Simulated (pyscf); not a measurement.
# Insertion: `[BiH3]` + `[GeH2]` [singlet] -> `[GeH3][BiH2]`

Gas phase, singlet surface, charge 0. Bonds broken: Bi1–H2. Bonds formed: Bi1–Ge5, H2–Ge5. Structures and frequencies: ωB97X-D3(BJ)/def2-SVP in PySCF. Correlated levels are frozen-core, on RHF or UHF. ΔMP2 is the change of the MP2 total energy from the triple- to the quadruple-zeta basis.

Transition state (Å):

```xyz
7

Bi    -0.3221     1.2762    -0.8063
H      0.2076    -0.6111    -0.1786
H      1.3801     1.4137    -0.2091
H     -0.9152     1.8032     0.7880
Ge    -1.4431    -1.2242    -0.2617
H     -1.0343    -1.7751     1.1409
H     -0.7653    -2.2528    -1.2245
```

One imaginary mode, 325i cm⁻¹; descent along it reached the two sides named, in the forms told below.

| bond | change | reactant side (Å) | saddle | product side |
|---|---|---|---|---|
| Bi1–H2 | breaks | 1.907 | 2.058 | 3.5 |
| Bi1–Ge5 | forms | 2.9 | 2.8 | 2.7 |
| H2–Ge5 | forms | 1.884 | 1.763 | 1.539 |

Electronic energies relative to the separated reactants (kcal/mol):

| level | barrier | reaction energy | reverse barrier |
|---|---|---|---|
| ωB97X-D3(BJ)/def2-TZVP | -16.2 | -61.4 | 45.2 |
| PBE/def2-TZVP | -16.3 | -52.5 | 36.2 |
| r²SCAN/def2-TZVP | -17.5 | -56.9 | 39.4 |
| B3LYP-D3(BJ)/def2-TZVP | -11.2 | -51.0 | 39.8 |
| PBE0-D3(BJ)/def2-TZVP | -15.9 | -56.7 | 40.7 |
| M06-2X/def2-TZVP | -10.7 | -52.0 | 41.3 |
| ωB97M-D3(BJ)/def2-TZVP | -8.1 | -50.0 | 42.0 |
| HF/def2-TZVP | 5.3 | -47.0 | 52.3 |
| MP2/def2-QZVPP | -15.8 | -60.2 | 44.4 |
| CCSD/def2-TZVPP | -8.0 | -53.3 | 45.2 |
| CCSD(T)/def2-TZVPP | -10.8 | -54.5 | 43.7 |
| CCSD(T)/def2-TZVPP + ΔMP2(QZVPP) | -12.1 | -54.4 | 42.4 |

With CCSD(T)/def2-TZVPP + ΔMP2(QZVPP) energies and thermal terms (ideal gas, 1 atm, RRHO with modes under 100 cm⁻¹ raised to 100, one conformer, R ln 2 for chiral ones without a mode under 150 cm⁻¹), in kcal/mol:

```
T (K)    ΔH‡   ΔG‡     ΔH     ΔG
-----  -----  ----  -----  -----
298    -11.3  -1.5  -51.1  -41.5
600    -11.0   8.3  -50.5  -31.9
900    -10.4  17.8  -49.6  -22.8
1200    -9.8  27.1  -48.7  -14.0
```

On the reactant side the descent ends in an adduct with a Bi–Ge, Ge–H contact, 16.7 kcal/mol under the separated species and 0.5 kcal/mol under the saddle at ωB97X-D3(BJ)/def2-TZVP. At ωB97X-D3(BJ), PBE, r²SCAN, B3LYP-D3(BJ), PBE0-D3(BJ), M06-2X, ωB97M-D3(BJ), MP2, CCSD, CCSD(T), CCSD(T) the saddle lies under the separated reactants, which points to a path from their complex (located at ωB97X-D3(BJ) alone). What is counted as formed (Bi–Ge, Ge–H) is already present as a longer contact in the reactant adduct; forming that adduct is a step of its own. This is the saddle that the search found; another between the same sides may lie lower. The CCSD(T) − MP2 part came from Ansatz, without density fitting, on the same reference. The frozen core leaves the outer d or s,p core shells of the metals and heavy elements correlated in the MP2 and CC values, and def2-TZVPP describes them poorly, which can shift differences by a few kcal/mol. Elements up to Kr have no core potential and no relativistic terms here. Elements past Kr carry the def2 core potentials, without spin-orbit coupling.
